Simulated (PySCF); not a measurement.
Species: C2H8BrNSi2.
Cartesian coordinates in Å at the PBE0-D3(BJ)/def2-SVP level; atoms count from 1:
```
atom  x, y, z in Å
C1     2.1103    1.3469   -0.6383
N2     1.5801    0.5083    0.1397
Si3    0.7831   -0.9867   -0.2509
Br4    0.7528   -1.3523   -2.4742
C5    -0.9657   -0.9090    0.3797
Si6   -2.1006    0.3504   -0.4506
H7     2.1422    1.2310   -1.7421
H8     2.5786    2.2641   -0.2364
H9     1.5706   -2.0898    0.3593
H10   -0.8997   -0.6692    1.4558
H11   -1.4214   -1.9099    0.2934
H12   -2.3924   -0.0531   -1.8569
H13   -1.4596    1.7003   -0.4557
H14   -3.3897    0.4389    0.3016
```

Theory: PBE0-D3(BJ)/def2-SVP geometry optimisation, gas phase in PySCF.

Take the most abundant isotopes and a rigid rotor. The values belong to one conformer with, in the numbering `[CH2:1]=[N:2][Si@H:3]([Br:4])[CH2:5][SiH3:6]`, C1–N2–Si3–Br4 0°, N2–Si3–C5–Si6 66°.

(1) What are A, B and C (MHz)?

(2) Classify the top.

(3) What does the inertial defect say?

(4) Give the other two planar moments, Paa and Pbb, and the rms extents of the mass along the axes.

(5) List the rotational levels J(Ka,Kc) to J = 2 (K).

(6) Which lines would a microwave search look for?

Results:

(1) Ia = 313.24, Ib = 474.28, Ic = 630.02 u·Å²; 505379 MHz·u·Å²/I gives A = 1613, B = 1066, C = 802.2 MHz.

(2) An asymmetric top: κ = (2 × 1066 − 1613 − 802.2)/(1613 − 802.2) = -0.35.

(3) Not planar: Δ = Ic − Ia − Ib = -157.50 u·Å². For a rigid frame Δ = −2 Σ m c², so Σ m c² = 78.75 u·Å² lies off the ab plane: 19.01 from hydrogen and 59.74 from heavier atoms. The atom farthest from that plane is 2.24 Å away.

(4) Paa = Σ m a² = (Ib + Ic − Ia)/2 = 395.53 and Pbb = Σ m b² = (Ia + Ic − Ib)/2 = 234.49 u·Å². With the mass M = 180.94 u, the rms extents √(P/M) along a, b and c are 1.48, 1.14, 0.66 Å.

(5) Above 0(0,0), as E/k:
J = 1: 1(0,1) 0.090, 1(1,1) 0.116, 1(1,0) 0.129
J = 2: 2(0,2) 0.265, 2(1,2) 0.283, 2(1,1) 0.320, 2(2,1) 0.399, 2(2,0) 0.403
Those of J = 1 are B + C, A + C and A + B.

(6) The dipole components are |μa| = 0.62 D, |μb| = 0.75 D, |μc| = 0.08 D. The squared components, which scale the intensities, stand as 0.69 : 1.00 : 0.01 (a : b : c). Some lines, for components of 0.1 D or more:

| type | branch | J(Ka,Kc) | MHz | lower level (cm⁻¹) |
| --- | --- | --- | --- | --- |
| b | Q | 2(2,1) ← 2(1,2) | 2434 | 0.196 |
| b | Q | 4(3,1) ← 4(2,2) | 2831 | 0.741 |
| b | Q | 3(2,2) ← 3(1,3) | 2870 | 0.369 |
| b | Q | 3(3,0) ← 3(2,1) | 3113 | 0.476 |
| b | Q | 4(2,3) ← 4(1,4) | 3455 | 0.596 |
| a | R | 2(1,1) ← 1(1,0) | 3999 | 0.089 |
| b | R | 2(1,2) ← 1(0,1) | 4020 | 0.062 |
| b | Q | 4(4,0) ← 4(3,1) | 4568 | 0.835 |
| b | Q | 5(4,2) ← 5(3,3) | 4676 | 1.149 |
| b | R | 3(0,3) ← 2(1,2) | 4978 | 0.196 |
| a | R | 3(0,3) ← 2(0,2) | 5337 | 0.184 |
| a | R | 3(2,1) ← 2(2,0) | 5869 | 0.280 |
| a | R | 4(2,3) ← 3(2,2) | 7412 | 0.464 |
| a | R | 4(3,2) ← 3(3,1) | 7588 | 0.579 |
| a | R | 5(4,1) ← 4(4,0) | 9519 | 0.988 |
| b | R | 4(4,1) ← 3(3,0) | 12231 | 0.580 |
| b | R | 5(4,1) ← 4(3,2) | 14179 | 0.832 |
| b | R | 5(5,1) ← 4(4,0) | 15466 | 0.988 |

Not checked by PBE0-D3(BJ)/def2-SVP frequencies. Constants of a rigid frame at the computed geometry: no zero-point averaging, no centrifugal distortion. A rigid rotor knows nothing of internal rotation, which can split or shift real lines. Quadrupole hyperfine structure (14N, 79Br) is left out.
